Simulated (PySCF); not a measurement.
C₄H₅FSi, SMILES [SiH3]/C=C(\F)C#C.

Geometry: PBE0-D3(BJ)/def2-SVP. The structure was generated by enumeration; whether it is a known compound was not checked.

The numbers are results of TDA-PBE/def2-SVPD (PySCF 2.14.0), not measurements.

Vertical excitations. Gas-phase values at a fixed geometry. State labels are in the subgroup Cs.

| state | symmetry | energy (eV) | λ (nm) | f | main pairs |
|---|---|---|---|---|---|
| S1 | A" | 5.05 | 245 | 0.000 | HOMO−1→LUMO 99 % |
| S2 | A' | 5.34 | 232 | 0.468 | HOMO→LUMO 76 % |
| S3 | A" | 5.37 | 231 | 0.000 | HOMO→LUMO+1 99 % |
| S4 | A" | 5.95 | 208 | 0.004 | HOMO−3→LUMO 98 % |
| S5 | A' | 6.12 | 202 | 0.036 | HOMO−2→LUMO 73 %, HOMO−4→LUMO 14 % |
| S6 | A" | 6.22 | 199 | 0.000 | HOMO→LUMO+2 99 % |
| S7 | A" | 6.53 | 190 | 0.004 | HOMO−5→LUMO 92 % |
| S8 | A' | 6.67 | 186 | 0.061 | HOMO−4→LUMO 73 % |
| S9 | A" | 6.72 | 184 | 0.001 | HOMO→LUMO+3 97 % |
| S10 | A" | 6.89 | 180 | 0.005 | HOMO→LUMO+4 96 % |
| T1 | A' | 3.24 | 383 | 0 | HOMO→LUMO 98 % |
| T2 | A" | 4.71 | 263 | 0 | HOMO−1→LUMO 86 % |
| T3 | A' | 5.14 | 241 | 0 | HOMO−2→LUMO 72 %, HOMO−1→LUMO+1 18 % |
| T4 | A" | 5.19 | 239 | 0 | HOMO→LUMO+1 87 % |
Triplets are in the Tamm–Dancoff approximation.
